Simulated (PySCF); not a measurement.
C2H3O, SMILES [CH2]C=O, multiplicity 2. Atoms are numbered in the order given.

```xyz
6

C      0.1733    -1.1715     0.0000
C     -0.4073     0.1317     0.0000
O      0.2646     1.1747     0.0000
H      1.2597    -1.2718     0.0000
H     -0.4499    -2.0673     0.0000
H     -1.5227     0.1803     0.0000
```
Charge 0, spin multiplicity 2.

The structure is a stationary point at PBE-D3(BJ)/def2-TZVP. The isomer is the one that the SMILES or the coordinates give; other isomers of the formula were not compared.

The numbers are results of PySCF with CAM-B3LYP/def2-TZVPD, not measurements.

Mulliken values depend strongly on the basis, most of all with diffuse functions as here. ESP charges are fitted to the potential on shells at 1.4 to 2.0 van der Waals radii. Atomic charges (e):

```
atom  ESP fit  Mulliken  Mulliken spin
----  -------  --------  -------------
C1      -0.39     -0.51           0.80
C2        [?]      0.12          -0.13
O3        [?]     -0.43           0.35
H4       0.20      0.28          -0.01
H5       0.17      0.26          -0.01
H6        [?]      0.28           0.00
```

**Question.** Complete the blanks. (An estimate is asked for; the answer gives what the named calculation found.)

**Answer.** 
- C2, ESP fit: 0.47
- O3, ESP fit: -0.46
- H6, ESP fit: 0.01
